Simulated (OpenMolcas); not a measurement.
# F5+: effect of the basis set

```
Program             : OpenMolcas 26.06
Method              : SS-RASPT2, IPEA 0.25 Eh, imaginary shift 0.1 Eh (closed shells correlated: 1s)
Active space        : 2 electrons in 9 orbitals (RAS2 2s 2p; RAS3 3d, at most 2 electrons)
State averaging     : 2S+1 = 3 even, 3 roots; 2S+1 = 1 even, 7 roots (6 in the spin-orbit step); 2S+1 = 3 odd, 3 roots; 2S+1 = 1 odd, 3 roots
Spin-orbit coupling : RASSI with atomic mean-field integrals over the reference wave functions, term energies averaged over their components
```

A. ANO-RCC-VTZP [4s3p2d1f], DKH2, point nucleus; CASPT2 step roughly 4 core-seconds
B. ANO-R2 [4s4p2d1f], X2C, finite nucleus; CASPT2 step roughly 4 core-seconds
C. ANO-RCC-VQZP [5s4p3d2f1g], DKH2, point nucleus; CASPT2 step of the order of 5 core-seconds
D. ANO-RCC [8s7p4d3f2g], DKH2, point nucleus; CASPT2 step about 5 core-seconds

Energies in cm-1 above 2s2 1S0, the measured ground level; measured values from Moore, Atomic Energy Levels, vol. I, NSRDS-NBS 35 (1971 reprint of NBS Circular 467, 1949).

```tsv
Level	A	B	C	D	Measured
2s2 1S0	0.0	0.0	0.0	0.0	0.0
2s 2p 3P* 0	96637	96932	96578	96690	
2s 2p 3P* 1	96913	97205	96857	96967	96861
2s 2p 3P* 2	97470	97756	97419	97527	97437
2s 2p 1P* 1	188955	188726	187854	187478	
2p2 3P0	252126	252169	251748	251691	
2p2 3P1	252400	252441	252025	251969	251635
2p2 3P2	252943	252980	252572	252517	252145
2p2 1D2	276311	276263	275519	275390	274597
```

Deviations, from unrounded energies. A percentage is the sum of absolute deviations over the sum of measured energies, with the sign that they share, or ± where signs differ.

| Against measurement | Levels | A | B | C | D |
| --- | --- | --- | --- | --- | --- |
| mean absolute deviation (cm-1) | 5 | 670 | 790 | 350 | 340 |
| other configurations (%) | 5 | +0.3 | +0.4 | ±0.2 | +0.2 |

C, D lie about equally close to measurement and B furthest from it. The largest miss of D in the table is 2p2 1D2, by +790 cm-1. The ranking rests on the paired levels alone, and a cruder setting can come out closer through cancelling errors.

Among A to D the level of the table that moves most is 2s 2p 1P* 1, by 1500 cm-1 (lowest in D, highest in A).

Active for correlation alone: 3d; no level in the range computed is led by a configuration that fills it, so any true level of that kind is missing. Measured partners are found by configuration, term and J. A level has none where our copy of the source lacks it or the pairing is in doubt (some pairs that miss far off the trend of their configuration count as doubtful), and it then counts in no deviation. Only configurations of the active space appear.

* marks odd parity.
